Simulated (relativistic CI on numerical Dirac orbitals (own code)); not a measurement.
**What each ingredient does to the levels of Rh22+**

Base calculation: Dirac-Coulomb-Breit CI, separate exchange-only KLI orbitals for each configuration, QED by a radiative potential, unscaled Slater integrals.

Configurations in the expansion (outside the closed core [Ne]): 3s2 3p6 3d5, 3s2 3p5 3d6, 3s2 3p4 3d7, 3s 3p6 3d6, 3p6 3d7, 3s 3p5 3d7, 3s2 3p6 3d4 4s, 3s2 3p6 3d4 4p, 3s2 3p6 3d4 4d, 3s2 3p6 3d4 4f, 3s2 3p5 3d5 4s, 3s2 3p6 3d3 4s2, 3s2 3p6 3d4 5s, 3s2 3p6 3d3 4p2, 3s 3p6 3d5 4s, 3s2 3p6 3d4 5d. Levels of other configurations are missing.

The lowest level and the first level of each name with at least 55 % of one term (blank where a level has no safe partner in the second run):

| Level | Base (cm⁻¹) | Shift (cm⁻¹) |
| --- | --- | --- |
| 3s2 3p6 3d5 6S_5/2 | 0 | 0 |
| 3s2 3p6 3d5 4G_7/2 | 113237 | +4889 |
| 3s2 3p6 3d5 4G_11/2 | 116649 | +1477 |
| 3s2 3p6 3d5 4G_9/2 | 121592 | -3467 |
| 3s2 3p6 3d5 4P_1/2 | 126268 | -264 |
| 3s2 3p6 3d5 4D_7/2 | 144836 | -4645 |
| 3s2 3p6 3d5 4D_1/2 | 161130 | -20940 |
| 3s2 3p6 3d5 2I_11/2 | 169078 | +4157 |
| 3s2 3p6 3d5 2I_13/2 | 182947 | -9712 |
| 3s2 3p6 3d5 2H_9/2 | 210082 | -6611 |
| 3s2 3p6 3d5 2H_11/2 | 243149 | -39679 |
| 3s2 3p6 3d5 2S_1/2 | 253292 | -13816 |
| 3s2 3p6 3d5 2P_3/2 | 365641 | -6681 |
| 3s2 3p6 3d5 2P_1/2 | 381405 | -22445 |
| 3s2 3p5 3d6 6F°_11/2 | 1273960 | -26972 |
| 3s2 3p5 3d6 4P°_5/2 | 1318926 |  |
| 3s2 3p5 3d6 4H°_13/2 | 1373192 | -41630 |
| 3s2 3p5 3d6 4I°_15/2 | 1412217 | -38685 |
| 3s2 3p5 3d6 6P°_3/2 | 1432158 |  |

At this charge energies of transitions that change n are usually good to better than 1 %, and those within a shell (Δn = 0) to a few per cent. Terms inside the open d or f shell come out 10 to 20 % too wide with unscaled integrals.

(1) One thing was changed in a second run, which moved the levels as shown. Which?
A. non-relativistic limit
B. only the first configuration
C. Breit term removed
D. configuration mixing switched off
E. QED terms removed

Results:

(1) A. Non-relativistic limit. Without relativity the fine structure collapses and s electrons lose their extra binding.

LS names give the leading component of a level, which can be under half, so a name can repeat, a term be missing and a line seem to break the LS rules.
